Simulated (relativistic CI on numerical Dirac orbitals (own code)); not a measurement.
# Ho¹⁸⁺: computed level list

Calculated at this level of theory: Dirac-Coulomb-Breit CI, orbitals from a KLI potential per configuration, model QED (radiative potential, 1s self-energy scaled to tabulated hydrogen-like ionisation energies), unscaled Slater integrals (own radial code, finite nucleus).

Configuration list (outside the closed core [Ar] 3d10): 4s2.4p6.4d10.4f3, 4s2.4p6.4d10.4f2.5s, 4s2.4p6.4d10.4f.5s2, 4s2.4p6.4d10.4f2.5p, 4s2.4p6.4d10.4f.5s.5p, 4s2.4p6.4d9.4f4, 4s2.4p6.4d10.4f.5p2, 4s2.4p6.4d10.4f.5s.5d, 4s2.4p6.4d10.4f2.5d, 4s2.4p6.4d10.4f.5p.5d, 4s2.4p6.4d9.4f2.5s2, 4s2.4p6.4d10.4f2.5f, 4s2.4p6.4d10.4f.5d2, 4s2.4p5.4d10.4f4, 4s2.4p6.4d10.4f2.6s, 4s2.4p6.4d9.4f3.5s, 4s2.4p6.4d9.4f2.5s.5p, 4s2.4p6.4d10.4f2.6p, 4s2.4p6.4d9.4f2.5p2, 4s2.4p6.4d10.4f2.5g, 4s2.4p6.4d10.4f2.6d, 4s.4p6.4d10.4f4, 4s2.4p6.4d10.4f2.6f, 4s2.4p6.4d10.4f2.7s, 4s2.4p5.4d10.4f2.5s2, 4s2.4p6.4d10.4f2.7p, 4s2.4p6.4d8.4f3.5s2, 4s2.4p5.4d10.4f2.5s.5p, 4s2.4p5.4d10.4f3.5s, 4s.4p6.4d10.4f2.5s2. Levels of other configurations are missing.

The lowest level is 4s2.4p6.4d10.4f3 4I°_9/2, with 92 % of that term; Hund's rules for 4s2.4p6.4d10.4f3 give 4I° with J = 9/2, in agreement.

```
No.        Configuration  Term     J   E (eV)    %  Lifetime (s)    jj configuration (%)
  1     4s2.4p6.4d10.4f3   4I°   9/2   0.0000   92                          4f5/2^3 (71)
  2     4s2.4p6.4d10.4f3   4I°  11/2   0.9705   97      5.16e-02      4f5/2^2 4f7/2 (90)
  3     4s2.4p6.4d10.4f3   4I°  13/2   1.9196   98      4.76e-02      4f5/2 4f7/2^2 (76)
  4     4s2.4p6.4d10.4f3   4I°  15/2   2.8361   95      7.90e-02      4f5/2 4f7/2^2 (47)
  5     4s2.4p6.4d10.4f3   4F°   3/2   3.4191   84                          4f5/2^3 (57)
  6     4s2.4p6.4d10.4f3   2H°   9/2   3.6777   54      1.61e-02      4f5/2^2 4f7/2 (63)
  7     4s2.4p6.4d10.4f3   4F°   5/2   4.0132   94      2.44e-01      4f5/2^2 4f7/2 (74)
  8     4s2.4p6.4d10.4f3   4F°   7/2   4.3839   75      2.92e-01      4f5/2^2 4f7/2 (74)
  9     4s2.4p6.4d10.4f3   4S°   3/2   4.4336   84      4.37e-01      4f5/2^2 4f7/2 (69)
 10     4s2.4p6.4d10.4f3   4F°   9/2   5.0345   69      2.63e-02      4f5/2 4f7/2^2 (86)
 11     4s2.4p6.4d10.4f3   4G°   5/2   5.2214   96      5.47e-01            4f5/2^3 (43)
 12     4s2.4p6.4d10.4f3   2H°  11/2   5.2719   88      1.66e-02      4f5/2 4f7/2^2 (73)
 13     4s2.4p6.4d10.4f3   4G°   7/2   5.3897   41      4.11e-02      4f5/2^2 4f7/2 (66)
 14     4s2.4p6.4d10.4f3   2K°  13/2   5.8442   96      1.57e-02      4f5/2^2 4f7/2 (66)
 15     4s2.4p6.4d10.4f3   4G°   7/2   6.1733   56      3.44e-02      4f5/2 4f7/2^2 (62)
 16     4s2.4p6.4d10.4f3   4G°   9/2   6.4651   82      2.38e-02      4f5/2 4f7/2^2 (74)
 17     4s2.4p6.4d10.4f3   2D°   3/2   6.5546   43      1.09e-02      4f5/2 4f7/2^2 (65)
 18     4s2.4p6.4d10.4f3   2K°  15/2   6.7234   82      1.19e-02      4f5/2^2 4f7/2 (57)
 19     4s2.4p6.4d10.4f3   2P°   1/2   7.2146   84      2.64e-02      4f5/2^2 4f7/2 (68)
 20     4s2.4p6.4d10.4f3   2G°   9/2   7.2330   61      1.26e-02            4f7/2^3 (80)
 21     4s2.4p6.4d10.4f3   4G°  11/2   7.2760   83      4.40e-02      4f5/2 4f7/2^2 (40)
 22     4s2.4p6.4d10.4f3   2D°   5/2   7.5398   94      1.81e-02      4f5/2 4f7/2^2 (72)
 23     4s2.4p6.4d10.4f3   4D°   5/2   8.5645   67      2.69e-02      4f5/2^2 4f7/2 (66)
 24     4s2.4p6.4d10.4f3   4D°   3/2   8.5722   68      9.24e-02      4f5/2^2 4f7/2 (76)
 25     4s2.4p6.4d10.4f3   2I°  11/2   8.7083   77      2.82e-02      4f5/2^2 4f7/2 (67)
 26     4s2.4p6.4d10.4f3   2P°   3/2   8.7680   47      7.92e-03            4f7/2^3 (66)
 27     4s2.4p6.4d10.4f3   4D°   1/2   9.0686   84      6.51e-02      4f5/2 4f7/2^2 (68)
 28     4s2.4p6.4d10.4f3   2L°  15/2   9.1663   86      1.55e-02      4f5/2 4f7/2^2 (49)
 29     4s2.4p6.4d10.4f3   2I°  13/2   9.4337   98      2.71e-02      4f5/2 4f7/2^2 (90)
 30     4s2.4p6.4d10.4f3   2L°  17/2   9.7067  100      3.71e-02     4f5/2 4f7/2^2 (100)
 31     4s2.4p6.4d10.4f3   4D°   7/2   9.7331   97      5.19e-02      4f5/2 4f7/2^2 (69)
 32     4s2.4p6.4d10.4f3   2H°   9/2   9.9887   95      1.68e-02      4f5/2 4f7/2^2 (50)
 33     4s2.4p6.4d10.4f3   2D°   3/2  10.6135   71      1.06e-02      4f5/2 4f7/2^2 (65)
 34     4s2.4p6.4d10.4f3   2H°  11/2  10.8211   75      9.86e-03            4f7/2^3 (50)
 35     4s2.4p6.4d10.4f3   2F°   5/2  10.8625   35      6.67e-03      4f5/2 4f7/2^2 (69)
 36     4s2.4p6.4d10.4f3   2F°   5/2  12.2997   55      4.56e-03            4f7/2^3 (64)
 37     4s2.4p6.4d10.4f3   2F°   7/2  12.6248   94      5.31e-03      4f5/2 4f7/2^2 (41)
 38     4s2.4p6.4d10.4f3   2G°   9/2  14.4081   98      1.21e-02      4f5/2 4f7/2^2 (67)
 39     4s2.4p6.4d10.4f3   2G°   7/2  14.8035   96      1.71e-02      4f5/2 4f7/2^2 (53)
 40     4s2.4p6.4d10.4f3   2F°   7/2  20.3100   97      2.68e-03      4f5/2^2 4f7/2 (49)
 41     4s2.4p6.4d10.4f3   2F°   5/2  20.8068  100      3.59e-03      4f5/2 4f7/2^2 (87)
 42           4f2(3H).5s    4H   7/2  34.1701   95      2.54e-05         4f5/2^2 5s (91)
 43           4f2(3H).5s    4H   9/2  34.6444   79      3.08e-05         4f5/2^2 5s (75)
 44           4f2(3H).5s    4H  11/2  35.6496   94      2.32e-05     4f5/2 4f7/2 5s (93)
 45           4f2(3F).5s    4F   3/2  35.8199   95      1.23e-05         4f5/2^2 5s (75)
 46           4f2(3F).5s    4F   5/2  36.1696   88      8.50e-06         4f5/2^2 5s (57)
 47           4f2(3H).5s    2H   9/2  36.3586   65      1.85e-05     4f5/2 4f7/2 5s (76)
 48           4f2(3H).5s    4H  13/2  36.6906   99      1.69e-05         4f7/2^2 5s (77)
 49           4f2(3F).5s    4F   7/2  36.7813   92      7.67e-06     4f5/2 4f7/2 5s (96)
 50           4f2(3F).5s    4F   9/2  37.0336   60      9.24e-06     4f5/2 4f7/2 5s (93)
 51           4f2(1G).5s    2G   7/2  37.6471   63      1.31e-05     4f5/2 4f7/2 5s (87)
 52           4f2(3F).5s    2F   5/2  37.7997   86      1.69e-05     4f5/2 4f7/2 5s (76)
 53           4f2(3H).5s    2H  11/2  37.9935   92      1.20e-05         4f7/2^2 5s (67)
 54           4f2(1G).5s    2G   9/2  38.6896   61      1.16e-05         4f7/2^2 5s (93)
 55           4f2(3F).5s    2F   7/2  39.3965   70      8.66e-06         4f7/2^2 5s (92)
 56           4f2(1D).5s    2D   5/2  40.4111   64      3.65e-06     4f5/2 4f7/2 5s (69)
 57           4f2(1D).5s    2D   3/2  40.5536   78      1.24e-05     4f5/2 4f7/2 5s (54)
 58           4f2(3P).5s    4P   1/2  41.0752   96      5.82e-06         4f5/2^2 5s (57)
 59           4f2(3P).5s    4P   3/2  41.5512   88      3.13e-06     4f5/2 4f7/2 5s (89)
 60           4f2(1I).5s    2I  13/2  41.7973   99      4.75e-06     4f5/2 4f7/2 5s (77)
 61           4f2(1I).5s    2I  11/2  41.8261   98      4.36e-06     4f5/2 4f7/2 5s (75)
 62           4f2(3P).5s    4P   5/2  42.3930   71      2.25e-06         4f7/2^2 5s (85)
 63           4f2(3P).5s    2P   1/2  42.7183   97      2.91e-06     4f5/2 4f7/2 5s (79)
 64           4f2(3P).5s    2P   3/2  43.4961   87      2.34e-06         4f7/2^2 5s (63)
 65           4f2(1S).5s    2S   1/2  50.7030   97      8.33e-07         4f7/2^2 5s (73)
 66           4f2(3H).5p   4I°   9/2  65.1491   60      1.14e-10      4f5/2^2 5p1/2 (95)
 67           4f2(3H).5p   4H°   7/2  65.9295   49      1.11e-10      4f5/2^2 5p1/2 (88)
 68  4s2.4p6.4d10.4f.5s2   2F°   5/2  66.1907   97      1.88e-06              4f5/2 (97)
 69           4f2(3H).5p   4H°   9/2  66.9254   39      1.13e-10  4f5/2 4f7/2 5p1/2 (98)
 70           4f2(3H).5p   4I°  11/2  66.9398   52      1.09e-10  4f5/2 4f7/2 5p1/2 (98)
```

Energies count from the lowest computed level; ° marks odd parity; lifetimes are radiative, by E1, M1, E2, M2 decay to levels of this space only; some are left blank where a channel outside the calculation adds to the decay or the decay crosses a small, uncertain gap. Percentages are summed over parent terms; the parents shown are those of the largest component, closed shells are left out there. Filled j subshells are mostly left out of the jj labels.

The mean weight of the leading LS term, summed over parents, in these 70 levels is 80 %, and that of the leading jj configuration (from the same eigenvectors) 72 %.

At this charge transitions that keep the count of f electrons are usually good to a few per cent. Terms inside the open d or f shell come out 10 to 20 % too wide with unscaled integrals. Levels that differ in their count of f electrons can be misplaced by several ten thousand cm⁻¹, since the correlation energy of f electrons is missing or only estimated; rates across such gaps can be off by orders of magnitude.

Landé's interval rule says that E(J) − E(J−1) = AJ with one A. For the ground term the intervals give A = 1423.2, 1177.6, 985.6 cm⁻¹ for J = 11/2, 13/2, 15/2; the multiplet is regular.

LS names give the leading component of a level, which can be under half, so a name can repeat, a term be missing and a line seem to break the LS rules.
